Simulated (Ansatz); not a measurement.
Gas-phase electronic energies from Ansatz, PBE0-D4/def2-TZVP geometries. CCSD(T)/CBS is the MP2 limit (def2-TZVPP, def2-QZVPP) plus CCSD(T) − MP2 in def2-TZVPP, frozen cores. This one scheme is used for every species. DFT in def2-TZVPP. HSE06 is defined as in plane-wave codes. Elements past krypton have def2 core potentials. For Sn outer-core shells are correlated without core-valence functions, which leaves a few kJ/mol of doubt a bond. One conformer a species, not always the lowest.

`[NH2][SnH]([OH])[F]` + H₂ → `[NH2][SnH2][OH]` + H–F  (hydrogenolysis of the Sn–F bond)

`[NH2][SnH]([OH])[F]`:

```xyz
8

N     1.496   -0.195   -0.445
Sn   -0.379   -0.382    0.202
O    -1.442    0.703   -1.014
F    -0.667    0.495    1.897
H     2.200   -0.641    0.128
H     1.773    0.761   -0.621
H    -0.897   -1.983    0.398
H    -2.084    1.242   -0.545
```

H₂:

Cartesian coordinates in Å:
```
H 0.239 0.203 0.202
H -0.239 -0.203 -0.202
```

`[NH2][SnH2][OH]`:

Cartesian coordinates in Å:
```
N -0.625 -1.393 -0.080
Sn 0.084 0.473 -0.314
O 0.122 1.208 1.509
H -1.236 -1.711 -0.819
H 0.064 -2.109 0.104
H -1.062 1.340 -1.229
H 1.697 0.559 -0.891
H 0.956 1.634 1.719
```

H–F:

```xyz
2

F    -0.207    0.377   -0.164
H     0.207   -0.377    0.164
```

Q: Is it downhill or uphill in electronic energy at CCSD(T)/CBS, and by how much? (Estimate.)

A: The calculation gave: Uphill: ΔE = +58.8 kJ/mol.

Q: What do these levels give: HSE06-D4, BHLYP, HF/def2-SVP, SCS-MP2/def2-TZVPP, CCSD/def2-TZVPP, HF/def2-QZVPP? (Estimate.)

A: Computed: HSE06-D4 52.5, BHLYP 56.9, HF/def2-SVP 46.7, SCS-MP2/def2-TZVPP 57.9, CCSD/def2-TZVPP 49.6, HF/def2-QZVPP 55.7 kJ/mol.

Largest T1 diagnostic among the species: 0.014.

From PBE to PBE0 (25 % exact exchange), in def2-TZVPP and without D4, ΔE moves by −8.1 kJ/mol. Leaving LDA and LC-ωPBE aside and taking each functional with its dispersion term where it has one, the values, not all of them listed here, spread over 19.4 kJ/mol, from PBE-QIDH to BLYP-D4. LDA lies −10.3 kJ/mol from PBE without D4.
